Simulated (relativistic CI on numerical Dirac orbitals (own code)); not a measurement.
# Mo5+: resonant inelastic scattering at the M2,3 edge

Computed with this model: Dirac-Coulomb-Breit CI, KLI orbitals optimised for each configuration, QED by a radiative potential, valence Slater integrals scaled by 0.7, Kramers-Heisenberg scattering through one core-hole configuration in a parametric crystal field; configurations [Kr] 4d → [Ne] 3s2 3p5 3d10 4s2 4p6 4d2; 300 K; core-hole width 2 eV; summed over polarisations. Incident energies are the highest absorption maxima for each field (at most a few, so the weaker spin-orbit partner edge can be absent), on the computed scale of the free ion. Intensities are in per cent of the strongest line above 0.02 eV; levels within 1 cm⁻¹ are merged; final levels count from the ground level, the first row holds all elastic scattering, lines under 0.4 are left out and each table stops after 24 rows. The scale of the Slater integrals is a model choice and moves the terms in proportion.

Field parameters in Wybourne normalisation: Td as Oh with Dq negative (B⁴₀ = 21Dq, B⁴₄ = √(5/14) B⁴₀). The field is a parameter set, without covalency.

S is read from ⟨S²⟩ = S(S + 1).

Td, 10Dq = -3800 cm⁻¹:

```tsv
Final level (eV)	Degeneracy	Irrep	S	405.4 eV	422.4 eV
0.000	4	Γ8	0.50	1691.3	245.3
0.507	4	Γ8	0.50	100.0	34.2
0.641	2	Γ7	0.50	35.9	2.3
```

Td, 10Dq = -8550 cm⁻¹:

| Final level (eV) | Degeneracy | Irrep | S | 405.4 eV | 422.7 eV |
| --- | --- | --- | --- | --- | --- |
| 0.000 | 4 | Γ8 | 0.50 | 1692.6 | 249.4 |
| 1.043 | 4 | Γ8 | 0.50 | 100.0 | 42.1 |
| 1.203 | 2 | Γ7 | 0.50 | 60.4 | 2.7 |

Td, 10Dq = -13300 cm⁻¹:

| Final level (eV) | Degeneracy | Irrep | S | 405.6 eV | 422.9 eV |
| --- | --- | --- | --- | --- | --- |
| 0.000 | 4 | Γ8 | 0.50 | 1623.1 | 238.0 |
| 1.616 | 4 | Γ8 | 0.50 | 100.0 | 42.9 |
| 1.784 | 2 | Γ7 | 0.50 | 64.7 | 2.8 |

For the first field the strongest loss at the lowest incident energy is the level at 0.51 eV (S = 0.50, against 0.50 in the thermal ground state).
